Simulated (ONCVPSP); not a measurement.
## An all-electron radial function and its pseudo partner (Mg (Z = 12))

Columns: radius, all-electron u(r) and pseudo u(r) of the 2p shell (level -55.82 eV) of magnesium in the configuration [He] 2s2 2p6 3s1; LDA (Perdew-Wang 92), scalar-relativistic, ONCV scheme, ONCVPSP 4.0.1.

```csv
r (bohr),all-electron,pseudo
0.062,0.1433,0.0686
0.125,0.4115,0.2688
0.188,0.6717,0.5452
0.250,0.8750,0.8127
0.312,1.0171,1.0337
0.375,1.1046,1.1750
0.438,1.1447,1.2025
0.500,1.1489,1.1655
0.562,1.1276,1.1281
0.625,1.0877,1.0877
0.688,1.0356,1.0357
0.750,0.9773,0.9773
0.812,0.9151,0.9151
0.875,0.8506,0.8506
0.938,0.7864,0.7865
1.000,0.7249,0.7249
1.062,0.6658,0.6658
1.125,0.6088,0.6088
1.188,0.5552,0.5552
1.250,0.5058,0.5058
1.312,0.4600,0.4600
1.375,0.4169,0.4169
1.438,0.3772,0.3772
1.500,0.3414,0.3414
1.562,0.3086,0.3086
1.625,0.2782,0.2782
```

Problem. How many radial nodes do the two functions have?

Solution. The all-electron 2p function has n − l − 1 = 0; the pseudo-wave has 0.

Problem. At about which radius was the pseudo-wave matched?

Solution. 0.60 bohr, where the columns begin to agree (steps of 0.06 bohr).

Problem. Is the pseudo-wave norm-conserving?

Solution. Yes: the ONCV scheme keeps the norm inside the radius equal to the all-electron one, which fixes the energy derivative of the logarithmic derivative at the level.
